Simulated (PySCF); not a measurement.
AlBFH2 (calculated)

All values are calculated (PySCF 2.14.0). Calculation on a computer-drawn molecule: vertical ionisation energy to the stated ion spin, frozen-core CCSD(T) at the basis limit and cheaper methods, single-reference cases, UHF for radicals, no spin-orbit; all values are single points at the evaluated structure, the first of each entry, which is the reference or a displaced copy of it and isn't optimised; the reference structure only sets the zero of the energies above reference; triples share is (T) over the correlation energy.

```xyz
5
formula=AlBFH2 charge=0 multiplicity=2 ion_multiplicity=1 diffuse_functions=no basis=cc-pV(n+d)Z reference_is=the_Hartree-Fock_double-zeta_minimum best_is=HF_at_quadruple_zeta_+_MP2_correlation_extrapolated_from_triple_and_quadruple_zeta_+_CCSD(T)_minus_MP2_at_triple_zeta basis_step_is=the_size_of_the_change_from_the_same_recipe_one_zeta_lower
B     -2.4298    -0.4026     3.1813
Al    -1.3952    -1.8909     2.0941
F      0.3778    -1.8303     1.9666
H     -2.9795     0.5615     2.5751
H     -2.7569    -0.5755     4.3055
```

Reference structure:
```xyz
5
AlBFH2
B     -2.4605    -0.3918     3.1692
Al    -1.3376    -1.8899     2.0990
F      0.3203    -1.8024     1.9861
H     -2.9435     0.5442     2.5910
H     -2.7681    -0.5586     4.3187
```

Drawn bonds:
```tsv
atom	other atom	order
1	2	1
2	3	1
1	4	1
1	5	1
```

Q: Give the missing ionisation energy best for AlBFH2.
A: 7.999 eV

Q: Give the missing ionisation energy basis step for AlBFH2.
A: 0.04347 eV

Q: What energy above reference best does the calculation give for AlBFH2?
A: 4.694 kcal/mol

Q: What total energy best does the calculation give for AlBFH2?
A: -367.7783 hartree

Q: Give the table of triple zeta values for AlBFH2.
A: 
Triple zeta:
```tsv
method	ionisation energy (eV)	energy above reference (kcal/mol)
HF	7.799	6.655
PBE	8.049	3.231
r2SCAN	8.189	4.499
B3LYP	8.103	4.369
wB97X	7.988	4.65
MP2	7.819	4.752
CCSD	7.939	5.093
CCSD(T)	7.933	4.775
```

Further results for AlBFH2:

* energy above reference basis step: 0.3129 kcal/mol
* total energy HF triple zeta: -367.2604 hartree
* total energy CCSD(T) triple zeta: -367.7045 hartree
* T1 diagnostic at triple zeta: 0.02513
* D1 diagnostic at triple zeta: 0.09978
* spin squared at triple zeta: 0.8098
* ion T1 diagnostic at triple zeta: 0.01777
* ion D1 diagnostic at triple zeta: 0.04512
* triples share at triple zeta: 0.03088
* basis functions triple zeta: 127
* dipole magnitude HF at triple zeta: 2.095 debye
* dipole magnitude CCSD unrelaxed at triple zeta: 1.766 debye
* dipole magnitude PBE at triple zeta: 1.642 debye
* dipole magnitude r2SCAN at triple zeta: 1.68 debye
* dipole magnitude B3LYP at triple zeta: 1.801 debye
* dipole magnitude wB97X at triple zeta: 1.82 debye
